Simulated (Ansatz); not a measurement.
Q: Name a neutral molecule of Cl, F, Si, Sn and H with size of the dipole moment (ωB97M-V/def2-TZVPP) between 4.95 and 5.25 D and LUMO energy (PBE/def2-TZVPP) between -3.15 and -2.85 eV (Ansatz, PBE0-D4/def2-TZVP geometry).

A: `[F][Sn]([F])([SiH3])[Cl]` (5.00 D, -2.92 eV). Other molecules can fit too; these were computed, each in one conformer that needn't be the lowest.
